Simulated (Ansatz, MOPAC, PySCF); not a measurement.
Molecule: HfO2, charge 0, multiplicity 1. SMILES: [O]=[Hf]=[O]
Structure (B3LYP-D3(BJ)/def2-TZVP (Ansatz, an electronic-structure program) minimum search):
```
Hf
O 1 1.7896
O 1 1.7896 2 107.79
```

Wanted: size of the dipole moment, in D. Set-up: PM7 with its own dispersion and hydrogen-bond terms; six Cartesian d functions in 6-31G* and its kin unless marked 5d; LANL2DZ with its own core potentials from Na on; def2 sets with scalar-relativistic core potentials past Kr; dispersion terms only where a functional's name holds one; spin-orbit terms left out. Ab initio and DFT rows: single points at B3LYP-D3(BJ) geometries (Ansatz). Semi-empirical rows: dipoles at the shared geometry.

| level | program | size of the dipole moment (D) |
|---|---|---|
| PM6 | MOPAC | 4.24 |
| PM7 | MOPAC | 4.98 |
| SVWN5/6-31G* with LANL2DZ past Ar | Ansatz | 6.91 |
| PBE/LANL2DZ | Ansatz | 7.40 |
| PBE/def2-SVP | Ansatz | 7.13 |
| PBE/6-31G* with LANL2DZ past Ar | Ansatz | 6.93 |
| BLYP/6-31G* with LANL2DZ past Ar | Ansatz | 6.83 |
| BP86/def2-SVP | PySCF | 7.13 |
| BP86/6-31G* with LANL2DZ past Ar (5d) | PySCF | 6.94 |
| B3LYP/def2-SVP | Ansatz | 7.74 |
| B3LYP/6-31G* with LANL2DZ past Ar | Ansatz | 7.60 |
| PBE0/6-31G* with LANL2DZ past Ar | Ansatz | 7.83 |
| M06-2X/6-31G* with LANL2DZ past Ar (5d) | PySCF | 8.31 |

No value to compare with is used here. The 13 habitual levels span 4.24 (PM6) to 8.31 D (M06-2X/6-31G* with LANL2DZ past Ar (5d)).

The levels are drawn from those run, B3LYP/6-31G* more often than the rest, none by its result; runs whose electronic state is in doubt are left out.
